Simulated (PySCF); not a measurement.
# Excitation energy of Ru by level of theory

Ru [Kr] 4d7 5s1 (5F) → Ru [Kr] 4d6 5s1 5p1 (high-spin determinant), as a difference of total energies. All numbers are calculated (PySCF 2.14, scalar relativity through the core potential, in def2-TZVPPD with the def2 core potential (28 electrons)). Correlated levels: valence: 4s2 4p6 frozen; valence and next inner shell: nothing frozen outside the core potential. The calculations carry no spin-orbit coupling.

```csv
method,excitation energy (eV)
UHF,1.709
LDA,3.609
PBE,3.551
PBE0,3.295
r2SCAN,3.128
B97-3,3.663
wB97M-V,3.259
HSE06,3.311
TPSSh,3.470
MP2 (valence),2.980
SCS-MP2 (valence),3.296
MP2 (valence and next inner shell),2.872
SCS-MP2 (valence and next inner shell),3.006
```

How much does correlation contribute at MP2 (valence and next inner shell)?

2.872 − (1.709) = 1.163 eV, measured against UHF.

The determinant of the upper state mixes LS terms, which raises its energy above the lowest term, most at the Hartree-Fock and MP2 levels.
